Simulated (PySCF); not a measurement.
Species: B2BrH4N.
SMILES: `B(NB)Br`

Computed, not measured: MP2 and CCSD/aug-cc-pVDZ in PySCF, restricted Hartree–Fock reference, 12 core orbitals frozen, non-relativistic, gas phase, PBE0-D3(BJ)/def2-SVP geometry.

E(HF) = -2678.65416 Eh.

(1) How large is the problem?

(2) What are the MP2 and CCSD correlation energies?

(3) What is the T1 diagnostic?

(4) How does correlation change the dipole moment?

Answers

(1) 141 basis functions and 56 electrons; 12 orbitals frozen, which leaves o = 16 correlated occupied and v = 113 virtual orbitals. That is o·v = 1808 singles and o·v(o·v + 1)/2 = 1635336 distinct closed-shell doubles amplitudes before symmetry; the costliest CCSD step grows as o²v⁴ = 4.2 × 10^10.

(2) MP2 -0.4858 Eh and CCSD -0.5258 Eh, which gives totals of -2679.13998 and -2679.17996 Eh. That is 0.447 eV for each correlated electron at CCSD (1380 kJ/mol in all, 0.020 % of the total energy); MP2 gives 92.4 % of the CCSD value.

(3) 0.0107, below the customary warning level of 0.02. It is the norm of the spatial-orbital singles amplitudes over the root of the number of correlated electrons, so the norm is 0.061.

(4) HF gives 1.30 D and CCSD (unrelaxed density) 1.06 D, a change of -0.24 D; the two vectors are 19° apart.

Connected triples and the basis-set limit are missing.

The values belong to the conformer `[BH2:1][NH:2][BH:3][Br:4]`: B1–N2–B3–Br4 -179°.
